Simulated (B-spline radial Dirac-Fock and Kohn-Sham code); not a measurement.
**Re 4d5/2: cross section and angular parameters**

System: neutral rhenium, configuration [Xe] 4f14 5d5 6s2; threshold 260.5 eV (tabulated edge). These are calculated numbers from a radial finite-basis atomic code; the model is Dirac-Hartree-Slater photoionisation with a Latter tail; cross sections with all multipoles, angular parameters from the dipole term and its interference with E2.

Input of the calculation (task.json; shells as n, l, electrons):

```json
{"items": [{
  "Z": 75,
  "q": 0,
  "cfg": [[1, 0, 2], [2, 0, 2], [2, 1, 6], [3, 0, 2], [3, 1, 6], [3, 2, 10], [4, 0, 2], [4, 1, 6], [4, 2, 10], [4, 3, 14], [5, 0, 2], [5, 1, 6], [5, 2, 5], [6, 0, 2]],
  "A": 187,
  "rrms": 5.3698,
  "do": "xps",
  "hv": [99.4, 120.0, 126.0, 136.0, 144.0, 150, 155.0, 200, 270.0, 300, 322.0, 330.0, 400, 532.0, 600, 717.0, 801.0, 1253.6, 2984.4, 3520.0, 3530.0, 3840.0, 4700.0, 5630.0, 6000, 6300.0, 6710.0, 9930.0, 11200.0, 13600.0],
  "edges": {"K": 71676.0, "L1": 12527.0, "L2": 11959.0, "L3": 10535.0, "M1": 2932.0, "M2": 2682.0, "M3": 2367.0, "M4": 1949.0, "M5": 1883.0, "N1": 625.4, "N2": 518.7, "N3": 446.8, "N4": 273.9, "N5": 260.5, "O1": 83.0}
}]}
```

Launch: `python xray2_run.py task.json out`

For linearly polarised light dσ/dΩ = σ/(4π) [1 + β P₂(cos θ) + (δ + γ cos²θ) sin θ cos φ], with θ from the polarisation vector and φ the angle between the beam and the projection of the electron momentum on the plane normal to the polarisation.

| hν (eV) | σ (kb) | β | γ | δ |
| --- | --- | --- | --- | --- |
| 270 | 226 | -0.208 | 0.033 | 0.007 |
| 300 | 176 | 0.132 | 0.121 | 0.002 |
| 322 | 180 | -0.539 | 0.010 | 0.034 |
| 330 | 188 | -0.740 | -0.048 | 0.052 |
| 400 | 291 | -0.741 | -0.206 | 0.151 |
| 532 | 391 | 0.155 | 0.110 | 0.106 |
| 600 | 393 | 0.421 | 0.176 | 0.075 |
| 717 | 363 | 0.715 | 0.180 | 0.039 |
| 801 | 331 | 0.854 | 0.145 | 0.024 |
| 1253.6 | 184 | 1.198 | -0.027 | 0.005 |
| 2984.4 | 29.9 | 1.345 | 0.224 | 0.040 |
| 3520 | 19.6 | 1.327 | 0.359 | 0.051 |
| 3530 | 19.5 | 1.327 | 0.361 | 0.051 |
| 3840 | 15.6 | 1.314 | 0.438 | 0.058 |
| 4700 | ? | ? | ? | ? |
| 5630 | 5.33 | 1.227 | 0.832 | 0.096 |
| 6000 | 4.41 | 1.209 | 0.902 | 0.104 |
| 6300 | 3.81 | 1.194 | 0.956 | 0.111 |
| 6710 | 3.15 | 1.175 | 1.027 | 0.120 |
| 9930 | 0.915 | 1.038 | 1.472 | 0.190 |
| 11200 | 0.615 | 0.992 | 1.610 | 0.218 |
| 13600 | 0.319 | 0.916 | 1.828 | 0.270 |

**Question.** Give the values at 4700 eV.

**Answer.** σ = 8.95 kb, β = 1.274, γ = 0.638, δ = 0.076.
